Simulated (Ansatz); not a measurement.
Gas-phase electronic energies from Ansatz, PBE0-D4/def2-TZVP geometries. CBS: MP2 limit from def2 TZ/QZ plus the TZ coupled-cluster correction, frozen cores. This one scheme is used for every species. Functionals use def2-TZVPP. For As, Se outer-core shells are correlated without core-valence functions, which leaves a few kJ/mol of doubt a bond. Scalar relativity is left out up to krypton. Each species was taken in one conformer, which may not be the lowest.

`C[SiH2][Se]C` + `[AsH3]` → `C[Se][AsH2]` + `C[SiH3]`  (ligand exchange at the Se–Si bond)

CCSD(T)/CBS gives +31.4 kJ/mol.

Q: Another level gave +30.7 kJ/mol. Which?
A. MP2/def2-TZVPP
B. BLYP-D4/def2-TZVPP
C. BLYP/def2-TZVPP
D. PBE0/def2-TZVPP

A: A. MP2/def2-TZVPP 30.7, BLYP-D4 20.8, BLYP 16.5, PBE0 26.6 kJ/mol.

Largest T1 diagnostic among the species: 0.011.

Leaving LDA and LC-ωPBE aside and taking each functional with its dispersion term where it has one, the values, not all of them listed here, spread over 10.0 kJ/mol, from BLYP-D4 to B97M-V. LDA lies +7.9 kJ/mol from PBE without D4. The D4 term adds +3.6 kJ/mol with B3LYP and +2.3 kJ/mol with PBE0; it sums over pairs of atoms, weighted by their polarisabilities, and B3LYP, whose exchange is more repulsive, gets the larger term. From BLYP to BHLYP (50 % exact exchange), in def2-TZVPP and without D4, ΔE moves by +6.7 kJ/mol.

B3LYP here is the variant with VWN-RPA as its local correlation; programs differ in this.
